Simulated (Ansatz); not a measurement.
Level of theory: frozen-core CCSD(T)/cc-pVTZ // PBE0-D4/def2-TZVP run with Ansatz (a quantum-chemistry and plane-wave program).

Ansatz 0.2 input:
```yaml
crystal:
  periodic: [false, false, false]
  atoms:
    - { symbol: N, position_ang: [2.280255, -0.04925, 0.35404] }
    - { symbol: B, position_ang: [1.096585, -0.19454, 0.013128] }
    - { symbol: B, position_ang: [-0.496976, -0.395052, -0.449408] }
    - { symbol: N, position_ang: [-1.497473, 0.392434, 0.098163] }
    - { symbol: H, position_ang: [3.23128, 0.056466, 0.614231] }
    - { symbol: H, position_ang: [-0.816863, -1.217617, -1.259161] }
    - { symbol: H, position_ang: [-2.466879, 0.298834, -0.155763] }
    - { symbol: H, position_ang: [-1.329928, 1.108725, 0.784769] }
basis:
  gaussian: { orbitals: cc-pVTZ }
correlation:
  method: ccsd_t
```

Output:

```
Functional definition: HF
1022 factors; integrals over basis functions are off by at most 1.1e-3 eV
mean field evaluation 1: about -4368.2426 eV, gradient 4.7e1 eV
mean field evaluation 2: about -4368.2453 eV, gradient 4.7e1 eV
mean field evaluation 4: about -4372.9601 eV, gradient 4.5e0 eV
mean field evaluation 8: about -4373.0260 eV, gradient 3.1e-1 eV
mean field evaluation 16: about -4372.9573 eV, gradient 4.5e0 eV
mean field -4373.02627029 eV, -160.7057512896 hartree, gradient 2.0e-6 eV, S^2 0.000000; 0 other end points of the search recorded, 0 dependent functions left out
4 core orbitals not correlated
reference -4373.02627029 eV, -160.7057512896 hartree; 10, 10 occupied and 162, 162 virtual orbitals, 1022 factors
second order -16.58440510 eV of doubles, -0.00000000 eV of singles
cycle   1  -16.71378595 eV  change   -1.3e-1 eV  update   1.0e-1
cycle   2  -17.13421357 eV  change   -4.2e-1 eV  update   3.1e-2
cycle   3  -17.25669724 eV  change   -1.2e-1 eV  update   1.8e-2
cycle   4  -17.24460450 eV  change    1.2e-2 eV  update   5.1e-3
cycle   5  -17.24337652 eV  change    1.2e-3 eV  update   2.3e-3
cycle   6  -17.24419127 eV  change   -8.1e-4 eV  update   6.9e-4
cycle   7  -17.24371317 eV  change    4.8e-4 eV  update   2.5e-4
cycle   8  -17.24364493 eV  change    6.8e-5 eV  update   8.8e-5
cycle   9  -17.24365336 eV  change   -8.4e-6 eV  update   2.9e-5
cycle  10  -17.24364270 eV  change    1.1e-5 eV  update   1.0e-5
perturbative correction -0.76971843 eV, -0.0282866306 hartree
Total energy: -4391.03963143 eV, -161.3677301013 hartree
```

Cost: very roughly 80 core-seconds.
